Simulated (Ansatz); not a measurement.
Task: Name a neutral molecule of C, N, Nb, O and H with HOMO energy (PBE/def2-TZVPP) between -5.35 and -5.05 eV and LUMO energy (ωB97M-V/def2-TZVPP) between 0.65 and 0.95 eV (Ansatz, PBE0-D4/def2-TZVP geometry).

Result: `C[N](C)[Nb]([OH])([OH])([OH])[OH]` (-5.34 eV, 0.83 eV). Other molecules can fit too; these were computed, each in one conformer that needn't be the lowest.
